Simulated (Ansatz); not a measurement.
## [GeH3]− (SMILES [GeH3-]): methods side by side

[GeH3]− has 4 atoms, charge -1, and is taken as a singlet. SMILES: `[GeH3-]`. Geometry: a GFN2-xTB relaxation, a rough one for these elements and not checked as a minimum.

```
atom    x (Å)    y (Å)    z (Å)
  Ge   0.4689  -0.2750  -0.5421
   H   0.9350   0.1543   1.0892
   H  -0.9409  -1.0906   0.1022
   H  -0.4631   1.2113  -0.6494
```

Quantity: the energy change with the Ge1–H4 bond stretched from 1.758 to 3.515 Å, in eV. The values are calculated.

| level | kind | program | value (eV) | less FCI/STO-3G |
| --- | --- | --- | --- | --- |
| HF/STO-3G (restricted) | Hartree–Fock | Ansatz | 6.32 | +2.03 |
| SVWN5/STO-3G (restricted) | LDA | Ansatz | 4.90 | +0.61 |
| PBE/STO-3G (restricted) | GGA | Ansatz | 4.61 | +0.32 |
| r2SCAN/STO-3G (restricted) | meta-GGA | Ansatz | 4.90 | +0.61 |
| r2SCAN0/STO-3G (restricted) | hybrid meta-GGA | Ansatz | 5.37 | +1.08 |
| B2PLYP/STO-3G (restricted) | double hybrid | Ansatz | 4.86 | +0.57 |
| MP2/STO-3G (restricted) | perturbation theory | Ansatz | 5.36 | +1.07 |
| FCI/STO-3G | exact in the basis | Ansatz | 4.29 | 0.00 |

FCI/STO-3G is exact within its basis and frozen core, so for wave-function methods in that basis the difference is their error; functionals converge differently with the basis, so for them it is only a difference. A spin-restricted reference rises too steeply as a bond breaks; here HF/STO-3G, SVWN5/STO-3G, r2SCAN/STO-3G, r2SCAN0/STO-3G, B2PLYP/STO-3G, MP2/STO-3G lie well above the multireference or unrestricted value. All-electron rows without a relativistic Hamiltonian named are non-relativistic. Sets without diffuse functions describe the anion poorly. The first shape isn't each level's own minimum. The values span 4.29 to 6.32 eV. All rows use very small basis sets, so none should be taken for the real molecule's value. In the correlated wave-function rows the outer d shell of Ge is correlated, in sets not made for it.
